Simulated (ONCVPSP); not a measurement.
## Which change was made? (Hg, ONCV)

```
Element                 : mercury (Hg)
Generator               : ONCVPSP 4.0.1
Type                    : optimised norm-conserving Vanderbilt (ONCV)
Functional              : LDA (Perdew-Wang 92)
Relativity              : scalar-relativistic
Frozen core             : [Kr] 4d10 4f14
Valence charge          : 20
Reference configuration : 5s2 5p6 5d10 6s1 (charge +1)
Partial waves           : 5s+6s: rc 1.60 bohr, ncon 3, nbas 8, qcut 5.9 1/bohr, 2 projectors; 5p: rc 1.10 bohr, ncon 4, nbas 7, qcut 7.2 1/bohr, 3 projectors, debl 0.9 Ha; 5d: rc 2.05 bohr, ncon 4, nbas 8, qcut 8.2 1/bohr, 2 projectors, debl 2.5 Ha
Local potential         : polynomial inside 0.95 bohr (lpopt 5, dvloc0 0 Ha)
Core correction         : polynomial model core, fcfact 0.7
```

In the p channel the program set the typed energies aside and used -2.790, 0.250, 1.150 Ha.

Cutoffs, loose and tight: the cutoffs (Ha) at which the residual kinetic energy of the hardest occupied pseudo-wave falls to 1 and 0.1 mHa per electron. They do not see the model core or the augmentation charge, which bear on the density cutoff. Test errors are all-electron minus pseudo excitation energies from the reference, over the configurations 5s2 5p6 5d10 6s2; 5s2 5p6 5d10 6s0; 5s2 5p6 5d9 6s0; 5s2 5p6 5d10 6s0 6p1; variants that change the core or the reference have their own tests.

The base gives: outcome: generated, projector energies reset by the program; cutoff, loose: 108 Ha; cutoff, tight: 127 Ha; bound ghosts: p, s; GHOST(+) flags above zero: p; largest test error (meV): -21.

(1) After one change the result is: outcome: generated, projector energies reset by the program; cutoff, loose: 130 Ha; cutoff, tight: 154 Ha; bound ghosts: p, s; GHOST(+) flags above zero: p; largest test error (meV): -21. Which change was it?
A. p: rc 1.28
B. p: rc 0.98
C. p: rc 0.8; local potential polynomial inside 0.80 bohr (lpopt 5, dvloc0 0 Ha)

Answers

(1) B. The others give: p: rc 1.28 → outcome: generated, projector energies reset by the program; cutoff, loose: 66 Ha; cutoff, tight: 90 Ha; bound ghosts: s; GHOST(+) flags above zero: p; largest test error (meV): -20 | p: rc 0.8; local potential polynomial inside 0.80 bohr (lpopt 5, dvloc0 0 Ha) → outcome: generated, projector energies reset by the program; cutoff, loose: 242 Ha; cutoff, tight: 353 Ha; bound ghosts: s, p; GHOST(+) flags above zero: p; largest test error (meV): -22.
